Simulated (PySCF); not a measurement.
Structure elucidation problem

Molecular formula: C6H14N2Si2. Simulated spectra:

¹H NMR (400 MHz, computed): δ 7.15 (m, 2H), 7.05 (m, 2H), 4.69 (m, 1H), 4.66 (m, 1H), 2.49 (s, 6H), 0.19 (br s, 2H).

¹³C{¹H} NMR (computed): δ 161.0 (CH), 158.4 (CH), 39.5 (CH3).

How the numbers were obtained: PBE0-D3(BJ)/def2-SVP structure, GIAO PBE0/pcSseg-1 shieldings, in PySCF 2.14.0 with density-fitted response routines (a single conformation, fast rotation and ring inversion assumed for equivalent nuclei, isolated molecule, non-relativistic).

Scale: ¹H (σref 31.27) and ¹³C (σref 184.41) against TMS (reference shieldings calculated alike).

Q: What is the structure?

A: 
The formula gives 3 degrees of unsaturation (1 ring in the answer). 3 carbon signals for 6 carbons: some carbons are equivalent by symmetry or fast rotation. Carbon types of the structure: 4 × CH, 2 × CH3, leaving 4 H on heteroatoms. δC 161.0, 158.4: alkene CH; an sp2 carbon of a C=C bond. δC 39.5: methyl carbon bonded to N; the inductive effect lowers its shielding. δH 7.15, 7.05: hydrogen on an alkene CH; olefinic region. δH 4.69, 4.66: hydrogen on a silicon bonded to 2 C, N, in a 6-membered ring. δH 2.49: hydrogen on a methyl carbon bonded to N; its carbon carries N, which withdraws density. δH 0.19: hydrogen on a nitrogen bonded to Si; exchangeable, gas-phase position.

These data were computed for `CN(C)[Si@H]1C=C[Si@@H](N)C=C1`.

This is the structure that produced the data.

Exchangeable OH/NH protons stand at their gas-phase positions; hydrogen bonding in a real sample shifts them, mostly to higher δ. Shifts are as computed. Against solution values, carbons near 30 ppm lie about +2 ppm off and those near 130 ppm about +5 ppm. Of 1313 compounds with measured shifts, 239 miss one by over three times the rms of a fit or turn the order of signals round; such compounds aren't used in these exercises. No couplings were computed; multiplicities are counted from neighbouring protons, with m where these are inequivalent, close in shift, in a saturated or five-membered ring or joined by F or P, and br s for small geminal =CH2 splittings.
